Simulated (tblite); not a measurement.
Run record: tight-binding relaxation, `C1=C(C[C@H](Br)[SiH2]C1)OC`.

Computed with GFN2-xTB geometry optimisation, gas phase (tblite 0.8.0). Start geometry: from a force field or distance geometry. A driver script takes a list of jobs; this job's settings line and coordinates (Å) are shown.

Command:
```bash
OMP_NUM_THREADS=1 python probes_run.py task.json out
```

Input:
```
{"job": {"kind": "relax", "xc": "GFN2-xTB", "basis": "xTB"}, "charge": 0, "multiplicity": 1}
C      2.873000    -0.247700     0.801800
O      1.927800    -0.914500    -0.034100
C      0.733000    -0.340100    -0.347200
C      0.548600     0.980600    -0.287900
C     -0.754500     1.629300    -0.620600
Si    -2.028500     0.664200     0.363100
C     -1.577800    -1.132900     0.130600
Br    -3.074300    -2.094900    -0.558200
C     -0.371300    -1.229700    -0.783500
H      3.757400    -0.893000     0.938500
H      2.428700    -0.041700     1.798600
H      3.122300     0.691700     0.263600
H      1.332900     1.655700     0.046100
H     -0.778800     2.700700    -0.357300
H     -1.007100     1.475600    -1.708000
H     -3.379800     0.991900    -0.034400
H     -1.817400     0.978700     1.797600
H     -1.284300    -1.543600     1.131500
H     -0.658100    -1.052000    -1.832800
H      0.003200    -2.267700    -0.710700
```

Output:
```
step      E/eV     max force
  0    -770.00969    1.680
  1    -770.18791    0.812
  2    -770.26389    0.768
  3    -770.30609    0.603
  4    -770.33084    0.310
  5    -770.34260    0.225
  6    -770.34996    0.164
  7    -770.35520    0.158
  8    -770.35868    0.150
  9    -770.36226    0.148
... (81 lines left out)
 91    -770.43250    0.018
 92    -770.43257    0.018
 93    -770.43264    0.022
 94    -770.43274    0.023
 95    -770.43282    0.020
 96    -770.43288    0.015
 97    -770.43291    0.014
 98    -770.43295    0.013
 99    -770.43298    0.014
100    -770.43300    0.009
```

«max force» is the largest atomic force in eV/Å.

Task: From which step on does the largest force stay under 0.1 eV/Å, and how much energy is left to gain from there?

Result: From step 26 (0.082 eV/Å), 27.7 meV above the end.

Main results: energy lowered by 9.8 kcal/mol over 100 steps; largest atomic force 0.009 eV/Å at the end.

Task: Give the final coordinates.

Result: 0.289 Å rms from the input after alignment:
```
atom  x, y, z in Å
C1     2.9699   -0.2904    0.6083
O2     1.8612   -1.0073    0.1275
C3     0.7316   -0.3071   -0.1948
C4     0.5491    1.0074   -0.0809
C5    -0.7425    1.6546   -0.4822
Si6   -2.2084    0.7077    0.2791
C7    -1.5760   -1.1020    0.2065
Br8   -2.9951   -2.2981   -0.4572
C9    -0.3540   -1.2209   -0.6956
H10    3.7503   -1.0287    0.7842
H11    2.7368    0.2238    1.5467
H12    3.3188    0.4422   -0.1268
H13    1.3239    1.6549    0.2970
H14   -0.7423    2.6996   -0.1804
H15   -0.8349    1.6464   -1.5722
H16   -3.4254    0.8585   -0.5176
H17   -2.4316    1.0580    1.6840
H18   -1.3420   -1.4958    1.1959
H19   -0.6264   -0.9491   -1.7195
H20    0.0319   -2.2430   -0.7050
```

Time: 1.8 s. Hardware: Arm Neoverse N1, one thread, shared host.
Labels such as C1 count atoms from 1, the log's own numbers from 0.
